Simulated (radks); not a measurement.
Q: Mn13+, configuration [Ne] 3s2. Method: Dirac Kohn-Sham, exchange-only PBE, spin-unpolarised, spherical densities, finite nucleus; Fermi nuclear charge, rms radius 3.7057 fm; computed with a radial shooting solver on a logarithmic mesh with Libxc functionals. Some entries of the table are withheld. Estimate them.

| orbital | occ. | eigenvalue (hartree) | <r^2> (bohr^2) |
|---|---|---|---|
| 1s1/2 | 2 | -250.6624 | 0.004983 |
| 2s1/2 | 2 | -40.98947 | 0.08984 |
| 2p1/2 | 2 | (1) | 0.07152 |
| 2p3/2 | 4 | (2) | 0.07307 |
| 3s1/2 | 2 | (3) | 0.5894 |

A: 
(1) 2p1/2 eigenvalue (hartree): -37.19475
(2) 2p3/2 eigenvalue (hartree): -36.80063
(3) 3s1/2 eigenvalue (hartree): -14.28496
